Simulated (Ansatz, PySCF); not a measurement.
System: SnSe (charge 0, singlet). 
Coordinates optimised at B3LYP-D3(BJ)/def2-TZVP (Ansatz, a first-principles code):
SMILES: [Se]=[Sn]
```xyz
2

Sn     0.0000     0.0000    -0.9497
Se     0.0000     0.0000     1.3966
```
Charge 0, spin multiplicity 1.

Wanted: vertical ionisation energy (to the doublet state of charge +1; each state is the SCF solution reached for its spin; for the singlet T1 is 0.028), in eV. Valence correlation only, unless marked. Open shells are spin-unrestricted. No spin-orbit coupling. Frozen are the shells of the preceding noble gas and the d and f shells that filled before the atom's block. In def2 rows, elements after Kr have scalar-relativistic effective core potentials. Basis-set limits of correlation are two-point, X^-3; Hartree-Fock from the larger set.

```csv
level,program,vertical ionisation energy (eV),minus last row
SVWN5/def2-TZVPD,Ansatz,9.41,0.23
r2SCAN/def2-TZVPD,Ansatz,9.12,-0.06
B3LYP/def2-TZVPD,Ansatz,9.07,-0.11
PBE0/def2-TZVPD,Ansatz,9.00,-0.18
BHLYP/def2-TZVPD,Ansatz,8.79,-0.39
CAM-B3LYP/def2-TZVPD,Ansatz,8.96,-0.22
wB97M-V/def2-TZVPD,Ansatz,8.88,-0.30
wB97X-V/def2-TZVPD,Ansatz,8.89,-0.29
CCSD/def2-SVPD,Ansatz,8.83,-0.35
CCSD/def2-TZVPPD,Ansatz,8.87,-0.31
CCSD/def2-QZVPPD,Ansatz,8.93,-0.25
CCSD(T)/def2-SVPD,Ansatz,8.99,-0.19
CCSD(T)/def2-TZVPPD,Ansatz,9.05,-0.13
CCSD(T)/def2-QZVPPD,Ansatz,9.12,-0.06
"CCSD(T)/CBS(def2-TZVPPD,def2-QZVPPD)",Ansatz,9.18,0.00
```

For comparison, minus the highest occupied orbital energy (PySCF): 9.04 eV at HF/def2-TZVPD, 7.62 eV at MN15/def2-TZVPD, 5.95 eV at BLYP/def2-TZVPD.
